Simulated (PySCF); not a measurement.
## SnCl3: breathing scan

Computed with PySCF, UPBE0, basis Sn def2-SVP with ECP28, Cl def2-SVP (scalar-relativistic core potentials, no spin–orbit coupling, density fitting).

Rigid scan from the doublet minimum (Sn–Cl 2.362 Å (×3); Cl–Sn–Cl 107.8° (×3)). Coordinate: all bonds to the central atom scaled together. Energies in kJ/mol from the minimum.

Predict the curve at 0.88, 0.92, 0.96, 1.00, 1.04, 1.08, 1.14, 1.22, 1.35.


| scale of all bonds to the centre | E (kJ/mol) | dipole size (D) | ⟨S²⟩ |
| --- | --- | --- | --- |
| 0.88 | 243.8 | 1.05 | 0.75 |
| 0.92 | 92.9 | 1.42 | 0.75 |
| 0.96 | 20.0 | 1.79 | 0.75 |
| 1.00 | 0.0 | 2.15 | 0.75 |
| 1.04 | 14.9 | 2.49 | 0.76 |
| 1.08 | 51.9 | 2.79 | 0.76 |
| 1.14 | 130.1 | 3.20 | 0.76 |
| 1.22 | 249.2 | 3.68 | 0.78 |
| 1.35 | 435.3 | 4.43 | 0.82 |

Spin–orbit coupling, left out here, can matter for elements this heavy.

The scan took 21 s on 2 threads of a shared Arm Neoverse V1 host; the process peaked at 0.92 GiB.
